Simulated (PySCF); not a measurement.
C3H7FOSi, SMILES C/C(=C\F)[SiH2]O.

The structure is a stationary point at PBE0-D3(BJ)/def2-SVP. The structure was generated by enumeration; whether it is a known compound was not checked. One conformer was computed; it need not be the lowest.

Vertical ionisation energy (IE) and electron affinity (EA) in eV. Rows of orbital energies are one-electron estimates. Where ΔSCF, EOM or ADC give a negative EA the extra electron is unbound and the value depends on the basis.

```tsv
level	IE	EA
−ε(HOMO), −ε(LUMO), B3LYP/def2-TZVP (PySCF)	7.15	0.27
−ε(HOMO), −ε(LUMO), PBE/def2-TZVP (PySCF)	[?]	[?]
```

Question: Some entries are withheld; supply them. (Estimate from the structure and the level; the computed values follow.)

Answer: 
- −ε(HOMO), −ε(LUMO), PBE/def2-TZVP (PySCF), IE: 6.16
- −ε(HOMO), −ε(LUMO), PBE/def2-TZVP (PySCF), EA: 0.99
